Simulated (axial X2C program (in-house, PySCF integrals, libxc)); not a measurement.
**RbC⁺: bond constants with and without spin–orbit coupling**

Calculated with an axial X2C code built on PySCF integrals. Spin-free means the one-electron spin-free X2C Hamiltonian; two-component (2c) means X2C with spin–orbit coupling and atomic mean-field two-electron Coulomb and Gaunt terms, so the difference of the two also holds small scalar two-electron terms. Basis: Rb dyall-cv3z [12s13p8d4f1g], C dyall-v3z [7s6p2d1f] (cores contracted in-house); Gaussian nuclei, density fitting, unrestricted open shells. Masses: Rb 84.912 u, C 12.000 u.

The run was started with this input:
```json
{"zs": [37, 6], "q": 1, "bas": ["dyall-cv3z", "dyall-v3z"], "levels": ["PBE0", "HF", "r2SCAN0"], "cc": true, "r0": 2.69, "thr": -2.0, "nmax": 90, "npts": 10, "nst": 2, "ntry": 6}
```
```bash
python so2c.py task.json out
```

Keys: zs atomic numbers; q charge; bas basis sets; levels methods; cc coupled cluster on or off; r0 starting distance in Å; thr threshold in hartree for freezing inner shells (an s shell follows its p shell); nmax most natural virtual spinors; npts points on the curve; nst determinants followed; ntry starts of the search. HF also brings MP2.

State, spin-free: M_S = 1, Λ = 1 (beyond evenly filled blocks: σα, π+α); electrons by block: σα: 11, σβ: 10, π+α: 5, π+β: 4, π-α: 4, π-β: 4, δ+α: 1, δ+β: 1, δ-α: 1, δ-β: 1. Fragments: Rb+ + C.

State, 2c: Ω = 2 (⟨Sz⟩ = 1.00, ⟨Lz⟩ = 1.00 at PBE0); electrons by block: 1/2: 15, -1/2: 14, 3/2: 6, -3/2: 5, 5/2: 1, -5/2: 1. Fragments: Rb+ + C.

| Hamiltonian | level | Re (Å) | ωe (cm⁻¹) | ωexe (cm⁻¹) | Be (cm⁻¹) | De (eV) | D0 (eV) | k (mdyn/Å) | μ (D) |
| --- | --- | --- | --- | --- | --- | --- | --- | --- | --- |
| spin-free | PBE0 | 3.342 | 107.2 | 2.79 | 0.1436 | 0.067 | 0.060 | 0.0711 | -1.09 |
| spin-free | HF | 3.491 | 93.6 | 2.94 | 0.1316 | 0.042 | 0.036 | 0.0543 | -1.33 |
| spin-free | MP2 | 3.345 | 109.7 | 3.01 | 0.1433 | 0.143 | 0.136 | 0.0745 | n/a |
| spin-free | CCSD | 3.370 | 106.4 | 3.04 | 0.1412 | 0.153 | 0.146 | 0.0702 | n/a |
| spin-free | CCSD(T) | 3.357 | 108.2 | 3.07 | 0.1423 | 0.150 | 0.144 | 0.0726 | n/a |
| spin-free | r2SCAN0 | 3.335 | 109.1 | n/a | 0.1442 | n/a | n/a | 0.0737 | -1.11 |
| 2c | PBE0 | 3.343 | 107.1 | 2.8 | 0.1435 | 0.064 | 0.058 | 0.0711 | -1.09 |
| 2c | HF | 3.492 | 93.6 | 2.94 | 0.1315 | 0.039 | 0.034 | 0.0542 | -1.33 |
| 2c | MP2 | 3.346 | 109.6 | 3.01 | 0.1432 | 0.141 | 0.134 | 0.0744 | n/a |
| 2c | CCSD | 3.371 | 106.4 | 3.04 | 0.1411 | 0.151 | 0.144 | 0.0701 | n/a |
| 2c | CCSD(T) | 3.358 | 108.1 | 3.07 | 0.1422 | 0.150 | 0.143 | 0.0724 | n/a |
| 2c | r2SCAN0 | 3.336 | 109.1 | n/a | 0.1441 | n/a | n/a | 0.0737 | -1.11 |

Correlated methods: 12 electrons correlated (number of frozen shells: Rb 3 s, 2 p, 1 d; C 1 s), 240 virtual spin orbitals or spinors in MP2, 90 natural virtuals in coupled cluster.

Dipoles are positive if C is the positive end and refer to the centre of mass.

The state is one determinant whose occupation by symmetry is held fixed; it was picked as the lowest of a PBE0 search that is not exhaustive. Dissociation energies refer to the lowest single-determinant-based atoms at the same level and basis. Density functionals use the spin component along the axis (collinear). Coupled cluster ran in a truncated set of natural virtual spinors; the MP2 energy of the rest was added. (T) has no such correction and the atoms are truncated less, which lowers De at CCSD(T) by a hundredth of an eV or more. The 2c atoms are single determinants rather than J levels; their spin–orbit lowering is only partly caught, and De is too large by that part. This holds for PBE0, MP2, CCSD, CCSD(T), r2SCAN0. PBE0 can misorder states that lie within some tenths of an eV, so this need not be the ground state of the molecule. The nearest other spin-free determinant of the search, M_S = 1, Λ = 0, lies 0.13 eV up at the distance of the search. The functionals have no current-density term, which raises determinants with orbital currents, atoms included. The atomic limit has a lower orbital projection than the molecule and lies lower at mean-field level, so De may be about a tenth of an eV too small. With several unpaired electrons one determinant need not be a pure state. Open-shell Ω = 0 determinants with evenly filled partner blocks cannot be reached by this program, so the Ω shown need not be the lowest component.

Rough cost a point (2c) on 1 thread(s) of a shared host, integrals apart: PBE0 0.6 s, HF 0.5 s, CCSD(T) 9 s, r2SCAN0 1.1 s.

The whole task took 3.5 min on 1 thread of Intel(R) Xeon(R) Platinum 8488C (Sapphire Rapids) (shared host).
